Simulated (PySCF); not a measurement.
Compound: BiMe3, C₃H₉Bi.
Bonds: Bi1–C2, Bi1–C6, Bi1–C10. Hydrogens: H3, H4, H5 on C2; H7, H8, H9 on C6; H11, H12, H13 on C10.

Method: PBE0-D3(BJ)/def2-SVP geometry optimisation, gas phase, def2 core potentials past Kr (PySCF); density fitting, grid level 1; the optimiser is geomeTRIC in internal coordinates, started from a GFN2-xTB structure with every atom displaced at random (about 0.03 Å).

Geometry at step 2:
```
atom  x, y, z in Å
Bi1     0.0342   -0.0131    1.2945
C2      1.9109   -0.0185    0.0099
H3      2.5547    0.8308    0.3017
H4      1.6442    0.0690   -1.0587
H5      2.4643   -0.9565    0.1721
C6     -0.9454    1.6553    0.0591
H7     -0.8192    1.4047   -1.0039
H8     -0.4485    2.6102    0.2749
H9     -2.0119    1.7299    0.3106
C10    -0.9661   -1.6445    0.0651
H11    -2.0513   -1.6290    0.2442
H12    -0.5634   -2.6284    0.3509
H13    -0.7719   -1.4619   -0.9983
```

**Question.** Give the atomic forces at this geometry.

**Answer.** 
```json
{"atom": "Bi1", "Fx (eV/Å)": "-0.119", "Fy (eV/Å)": "0.157", "Fz (eV/Å)": "-0.101"}
{"atom": "C2", "Fx (eV/Å)": "0.126", "Fy (eV/Å)": "0.101", "Fz (eV/Å)": "-0.122"}
{"atom": "H3", "Fx (eV/Å)": "-0.112", "Fy (eV/Å)": "-0.132", "Fz (eV/Å)": "-0.062"}
{"atom": "H4", "Fx (eV/Å)": "0.009", "Fy (eV/Å)": "-0.006", "Fz (eV/Å)": "0.200"}
{"atom": "H5", "Fx (eV/Å)": "-0.037", "Fy (eV/Å)": "0.038", "Fz (eV/Å)": "0.004"}
{"atom": "C6", "Fx (eV/Å)": "0.175", "Fy (eV/Å)": "-0.215", "Fz (eV/Å)": "0.067"}
{"atom": "H7", "Fx (eV/Å)": "-0.054", "Fy (eV/Å)": "0.028", "Fz (eV/Å)": "0.009"}
{"atom": "H8", "Fx (eV/Å)": "0.013", "Fy (eV/Å)": "0.033", "Fz (eV/Å)": "0.022"}
{"atom": "H9", "Fx (eV/Å)": "-0.018", "Fy (eV/Å)": "-0.016", "Fz (eV/Å)": "-0.005"}
{"atom": "C10", "Fx (eV/Å)": "-0.015", "Fy (eV/Å)": "-0.052", "Fz (eV/Å)": "0.051"}
{"atom": "H11", "Fx (eV/Å)": "0.027", "Fy (eV/Å)": "-0.002", "Fz (eV/Å)": "0.030"}
{"atom": "H12", "Fx (eV/Å)": "-0.021", "Fy (eV/Å)": "0.054", "Fz (eV/Å)": "-0.006"}
{"atom": "H13", "Fx (eV/Å)": "0.027", "Fy (eV/Å)": "0.013", "Fz (eV/Å)": "-0.087"}
```

The largest, 0.29 eV/Å, acts on C6; the rms over all components is 0.084 eV/Å. The forces sum to zero within rounding, as they must for an isolated molecule in no field.

**Question.** Give the force on C6 in Eh/bohr and in nN.

**Answer.** 0.285 eV/Å ÷ 51.422 = 0.00554 Eh/bohr, and 0.285 eV/Å × 1.602 = 0.46 nN.

**Question.** How far is this geometry from the end of the optimisation?

**Answer.** 0.005 eV above it, and 0.014 Å rms away after alignment. The bonds farthest from their final lengths, with half the difference of the two atoms' forces along the bond (positive lengthens):

```csv
bond,now (Å),final (Å),force along bond (eV/Å)
Bi1–C6,2.296,2.273,-0.24
C2–H4,1.105,1.099,-0.15
C2–H3,1.105,1.099,-0.15
C10–H13,1.096,1.099,+0.08
C2–H5,1.101,1.099,0.00
C10–H12,1.101,1.099,-0.06
```

The angle farthest from its final value is Bi1–C6–H7, 107.8° against 109.2°.

What follows is the cost of the whole optimisation. On one thread of an Arm Neoverse V2, shared host with 48 logical CPUs at a one-minute load of 9.1, this took 30 s of wall time and 0.47 GiB of memory at its peak.
